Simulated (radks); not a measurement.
Effect of the nuclear size on neutral manganese, [Ar] 3d5 4s2. All-electron calculation, Dirac Kohn-Sham, LDA (Slater exchange, Perdew-Wang correlation), spin-unpolarised, spherical densities, finite nucleus; open shells are shared between the two j in proportion to 2j + 1; Fermi nuclear charge, rms radius 3.7057 fm. Program: a radial shooting solver on a logarithmic mesh with Libxc functionals. The rms radius is varied about that value; shifts are against it.

| rms radius (fm) | total energy shift (eV) | density at nucleus (e/bohr^3) | 1s1/2 shift (meV) | 2s1/2 shift (meV) | 3s1/2 shift (meV) |
|---|---|---|---|---|---|
| 3.0757 | -0.0283 | 1.319e+04 | -12.0 | -1.06 | -0.147 |
| 3.5797 | -0.00607 | 1.311e+04 | -2.57 | -0.227 | -0.032 |
| 3.7057 | 0 | 1.309e+04 | 0.000 | 0.000 | 0.000 |
| 3.8391 | 0.00665 | 1.308e+04 | 2.82 | 0.249 | 0.035 |
| 4.395 | 0.0368 | 1.301e+04 | 15.6 | 1.38 | 0.191 |

Slopes of the eigenvalues against <r^2> in GHz/fm^2, as finite differences over the two radii next to the reference (eigenvalue slopes, not the field-shift constants of lines): 1s1/2 678, 2s1/2 59.8, 3s1/2 8.29.
